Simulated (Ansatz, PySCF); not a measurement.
Species: SbF2 (charge +1, singlet). It need not be the lowest isomer of its formula. 
Coordinates optimised at B3LYP-D3(BJ)/def2-TZVP (Ansatz, a quantum-chemistry and plane-wave program):
SMILES: [F][Sb+][F]
```xyz
3

Sb     0.2838     0.1166     0.1006
F     -0.9193     0.7170    -1.1729
F     -0.6886    -1.3775     0.6028
```
Charge +1, spin multiplicity 1.

Total electronic energies in hartree. Correlated levels leave the core frozen unless marked. No spin-orbit coupling. The frozen core is the preceding noble-gas configuration, with the filled d and f shells of earlier blocks. In def2 rows, elements after Kr have scalar-relativistic effective core potentials. STO-3G rows are all-electron and non-relativistic. CBS(X,Y): correlation extrapolated as X^-3; Hartree-Fock from the larger set. The bracket is a focal-point correction in the basis named.

```tsv
level	program	energy (Eh)
HF/def2-QZVPP	Ansatz	-437.98505
SVWN5/def2-TZVPD	PySCF	-438.14679
PBE-D3(BJ)/def2-TZVPD	Ansatz + dftd3	-439.58182
BLYP/def2-TZVPD	Ansatz	-439.72003
B3LYP-D4/def2-TZVPD	Ansatz + dftd4	…
PBE0/def2-SVP	Ansatz	-439.29297
PBE0-D4/def2-TZVP	Ansatz + dftd4	-439.57296
TPSSh-D4/def2-TZVPD	PySCF + dftd4	-439.67431
MN15-D3(BJ)/def2-TZVPD	PySCF + dftd3	…
LC-wPBE-D4/def2-TZVPD	Ansatz + dftd4	-439.67834
MP2/def2-TZVPPD	Ansatz	-438.58015
SCS-MP2/STO-3G	Ansatz	-6447.28579
CCSD(T)/def2-QZVPP	Ansatz	-438.66558
RI-MP2/CBS(def2-TZVPPD,def2-QZVPPD)+[CCSD(T)-MP2]/def2-TZVPPD	Ansatz	-438.7071
CCSD(T)/CBS(def2-TZVPPD,def2-QZVPPD)	Ansatz	-438.7039
```

### Question
Some entries are withheld; supply them.

### Answer

- B3LYP-D4/def2-TZVPD, energy (Eh): -439.84343
- MN15-D3(BJ)/def2-TZVPD, energy (Eh): -439.04342
